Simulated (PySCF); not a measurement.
Compound: C8H10N2.
SMILES with atom numbers: `[N:1]#[C:2][C@H:3]1[CH2:4][CH2:5][C@H:6]([C:7]#[N:8])[CH2:9][CH2:10]1` (hydrogens: H11 on C3; H12, H13 on C4; H14, H15 on C5; H16 on C6; H17, H18 on C9; H19, H20 on C10)

The same species was optimised twice, with GFN2-xTB and with PBE0-D3(BJ)/def2-SVP (PySCF), and the same property calculations (PySCF, gas phase) were run on both structures.

| coordinate | GFN2-xTB | PBE0-D3(BJ)/def2-SVP | change |
| --- | --- | --- | --- |
| C2–C3 (Å) | 1.445 | 1.465 | +0.020 |
| C6–C7 (Å) | 1.445 | 1.465 | +0.020 |
| N1≡C2 (Å) | 1.143 | 1.158 | +0.015 |
| C7≡N8 (Å) | 1.143 | 1.158 | +0.015 |
| C9–C10 (Å) | 1.526 | 1.523 | -0.003 |
| C4–C5 (Å) | 1.526 | 1.523 | -0.003 |
| C3–C4 (Å) | 1.536 | 1.538 | +0.002 |
| C3–C10 (Å) | 1.536 | 1.538 | +0.002 |
| C6–C9 (Å) | 1.536 | 1.538 | +0.002 |
| C5–C6 (Å) | 1.536 | 1.538 | +0.002 |
| C6–C7–N8 (°) | 179.2 | 178.0 | -1.2 |
| N1–C2–C3 (°) | 179.3 | 178.0 | -1.3 |
| C6–C9–C10 (°) | 110.8 | 111.7 | +0.9 |
| C3–C4–C5 (°) | 110.8 | 111.7 | +0.9 |
| C4–C5–C6 (°) | 110.8 | 111.7 | +0.9 |
| C3–C10–C9 (°) | 110.8 | 111.7 | +0.9 |
| C5–C6–C7 (°) | 110.0 | 110.5 | +0.5 |
| C2–C3–C10 (°) | 110.0 | 110.5 | +0.5 |

Rotational constants: A = 2853, B = 954.0, C = 908.9 MHz (GFN2-xTB) against A = 2855, B = 920.3, C = 875.5 MHz (PBE0-D3(BJ)/def2-SVP). Point groups within 0.08 Å: C2h and C2h.

On the GFN2-xTB structure: HOMO (eV) -9.23 [PBE0/pcSseg-1]; LUMO (eV) 0.39 [PBE0/pcSseg-1]; GIAO shielding of N1/N8 (mean) (ppm) -34.8 [PBE0/pcSseg-1]; GIAO shielding of C2/C7 (mean) (ppm) 60.7 [PBE0/pcSseg-1]; GIAO shielding of C3/C6 (mean) (ppm) 160.0 [PBE0/pcSseg-1]; GIAO shielding of C4/C5/C9/C10 (mean) (ppm) 158.3 [PBE0/pcSseg-1].

**Question.** What do these properties become on the PBE0-D3(BJ)/def2-SVP structure?

**Answer.** 
```csv
property,level,on GFN2-xTB,on PBE0-D3(BJ)/def2-SVP,change
HOMO (eV),PBE0/pcSseg-1,-9.23,-9.24,-0.01
LUMO (eV),PBE0/pcSseg-1,0.39,0.33,-0.06
"energy, GFN2-xTB geometry as zero (kcal/mol)",PBE0/pcSseg-1,0.0,-1.0,-1.0
GIAO shielding of N1/N8 (mean) (ppm),PBE0/pcSseg-1,-34.8,-41.3,-6.5
GIAO shielding of C2/C7 (mean) (ppm),PBE0/pcSseg-1,60.7,57.7,-3.0
GIAO shielding of C3/C6 (mean) (ppm),PBE0/pcSseg-1,160.0,157.3,-2.7
GIAO shielding of C4/C5/C9/C10 (mean) (ppm),PBE0/pcSseg-1,158.3,157.5,-0.8
```

The heavy atoms differ by 0.044 Å rms after alignment. Among bonds between heavy atoms C2–C3 and C6–C7 change most and about equally (+0.020 Å). Changes are differences of the printed values. Neither structure is proved a minimum here.
